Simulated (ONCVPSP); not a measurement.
## Configuration tests for boron (ONCV)

ONCVPSP 4.0.1 input, shortened (lines: element, Z, core and valence counts, functional; n l f; lmax; l rc ep ncon nbas qcut; lloc lpopt rc5 dvloc0; l nproj debl; icmod fcfact rcfact), PBEsol, scalar-relativistic:

```
  B 5.00    1    2  -116133      upf
    1    0    2.00
    2    0    2.00
    2    1    1.00
    1
    0    1.65    0.00    4    7    3.50
    1    2.95    0.00    4    8    4.90
    4    1    1.35    0.00
    0    2    2.00
    1    2    1.20
    3    5.00    1.60
```

Energies are relative to the spin-unpolarised reference configuration 2s2 2p1; without spin polarisation the order of configurations can differ from experiment.

(1) Give the all-electron excitation energy and the error of the potential for: 2s2 2p0; 2s1 2p0; 2s2 2p0.5; 2s0 2p3.

Results:

(1)

```csv
valence configuration,charge,ΔE all-electron (eV),error AE − PS (meV)
2s2 2p0,+1,8.139,+69
2s1 2p0,+2,33.401,+186
2s2 2p0.5,+0.5,2.855,+11
2s0 2p3,0,11.656,-64
```
